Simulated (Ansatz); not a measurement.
`[NH2][InH][NH2]` + H₂ → `[NH2][InH2]` + NH₃  (hydrogenolysis of the In–N bond)

Computed with Ansatz on PBE0-D4/def2-TZVP structures; ΔE is electronic, products minus reactants. CBS: MP2 limit from def2 TZ/QZ plus the TZ coupled-cluster correction, frozen cores. This one scheme is used for every species. DFT in def2-TZVPP. B3LYP here is the variant with VWN-RPA as its local correlation; programs differ in this. HSE06 is defined as in plane-wave codes. Elements past krypton have def2 core potentials. For In outer-core shells are correlated without core-valence functions, which leaves a few kJ/mol of doubt a bond. One conformer a species, not always the lowest.

| level | ΔE (kJ/mol) | difference from CCSD(T)/CBS |
| --- | --- | --- |
| B97M-V | -30.0 | -22.7 |
| PBE0-D4 | -20.5 | -13.2 |
| B3LYP-D4 | -16.6 | -9.3 |
| HSE06-D4 | -20.5 | -13.2 |
| BHLYP-D4 | -21.1 | -13.8 |
| B2PLYP | -15.2 | -7.9 |
| PBE-QIDH | -17.2 | -9.9 |
| HSE06 | -23.3 | -16.0 |
| RPA@PBE/def2-TZVPP | -14.0 | -6.7 |
| CCSD(T)/def2-SVP | -24.6 | -17.3 |
| MP2/def2-TZVPP | -4.7 | 2.6 |
| SCS-MP2/def2-TZVPP | -9.1 | -1.8 |
| CCSD(T)/def2-TZVPP | -13.6 | -6.3 |
| MP2/def2-QZVPP | -0.9 | 6.4 |
| SCS-MP2/def2-QZVPP | -5.6 | 1.7 |
| CCSD/CBS(def2) | -11.9 | -4.6 |
| CCSD(T)/CBS | -7.3 | 0 |

Largest T1 diagnostic among the species: 0.016.

The D4 term adds +5.3 kJ/mol with B3LYP and +2.9 kJ/mol with PBE0; it sums over pairs of atoms, weighted by their polarisabilities, and B3LYP, whose exchange is more repulsive, gets the larger term. From BLYP to BHLYP (50 % exact exchange), in def2-TZVPP and without D4, ΔE moves by −7.6 kJ/mol. Leaving LDA and LC-ωPBE aside and taking each functional with its dispersion term where it has one, the values, not all of them listed here, spread over 18.3 kJ/mol, from B97M-V to BLYP-D4.
